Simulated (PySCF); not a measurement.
## Field gradients at the hydrogen positions

Compound: C3H15NSi3.
Cartesian coordinates in Å at the GFN2-xTB level; atoms count from 1:
```xyz
22
C3H15NSi3 angstrom
C     -2.6726    1.6654   -0.0263
Si    -1.9620    0.3676    1.1708
Si    -0.0080   -0.5352    0.3055
C     -0.2713   -1.7317   -1.1535
N      0.6622   -1.5276    1.5592
C      1.1770    0.8589   -0.3009
Si     2.9164    0.3331   -0.8431
H     -2.9231    1.2215   -0.9857
H     -1.9597    2.4638   -0.2118
H     -3.5758    2.1206    0.3679
H     -1.7598    1.0582    2.4592
H     -3.0349   -0.6066    1.4264
H      0.6711   -2.1228   -1.5254
H     -0.8851   -2.5757   -0.8560
H     -0.7696   -1.2385   -1.9826
H      0.8703   -1.1118    2.4523
H      1.3832   -2.1912    1.3231
H      0.7053    1.3875   -1.1301
H      1.2750    1.5950    0.4995
H      3.7271    1.5158   -1.1543
H      3.5748   -0.4090    0.2388
H      2.8492   -0.5181   -2.0346
```

Level: PBE0/pcSseg-1 (PySCF, non-relativistic); Q(2H) = 0.00286 b; rigid geometry, the same for H and D, with no vibrational averaging.

Question: Rank these positions by the coupling χzz of a deuteron there, largest first.
A. H19 (methylene hydrogen)
B. H15 (methyl hydrogen)
C. H20 (Si–H hydrogen)
D. H17 (N–H hydrogen)

Answer: D (288 kHz), B (220 kHz), A (214 kHz), C (108 kHz).

Question: Give the electric field gradient Vzz (the principal value of largest size), its asymmetry and the 2H coupling at each hydrogen.

Answer: 
| atom | bonded to | bond length (Å) | Vzz (au) | η | χzz (kHz) |
| --- | --- | --- | --- | --- | --- |
| H8 | C1 | 1.086 | 0.3251 | 0.01 | 218 |
| H9 | C1 | 1.086 | 0.3252 | 0.01 | 219 |
| H10 | C1 | 1.086 | 0.3272 | 0.01 | 220 |
| H11 | Si2 | 1.476 | 0.1573 | 0.01 | 106 |
| H12 | Si2 | 1.472 | 0.1600 | 0.01 | 108 |
| H13 | C4 | 1.086 | 0.3262 | 0.01 | 219 |
| H14 | C4 | 1.085 | 0.3267 | 0.02 | 220 |
| H15 | C4 | 1.086 | 0.3272 | 0.01 | 220 |
| H16 | N5 | 1.007 | 0.4309 | 0.17 | 290 |
| H17 | N5 | 1.008 | 0.4284 | 0.16 | 288 |
| H18 | C6 | 1.091 | 0.3215 | 0.01 | 216 |
| H19 | C6 | 1.092 | 0.3187 | 0.01 | 214 |
| H20 | Si7 | 1.467 | 0.1609 | 0.01 | 108 |
| H21 | Si7 | 1.468 | 0.1611 | 0.00 | 108 |
| H22 | Si7 | 1.466 | 0.1621 | 0.01 | 109 |

Question: Average by the element that carries the hydrogen.

Answer: on C: 218 kHz over 8 positions, mean bond length 1.087 Å; on Si: 108 kHz over 5 positions, mean bond length 1.470 Å; on N: 289 kHz over 2 positions, mean bond length 1.007 Å.

The structure is a single GFN2-xTB conformer in the gas phase; no vibrational or solvent corrections. GFN2-xTB bond lengths can be off by several hundredths of an ångström, more for odd bonds, and the gradients follow them. The small basis limits the accuracy of the gradients.

The run behind these numbers computed NMR shieldings as well. The run took 69 s wall on one thread of an Arm Neoverse N1, no GPU, on a shared host, and the process peaked at 1.1 GiB of memory.
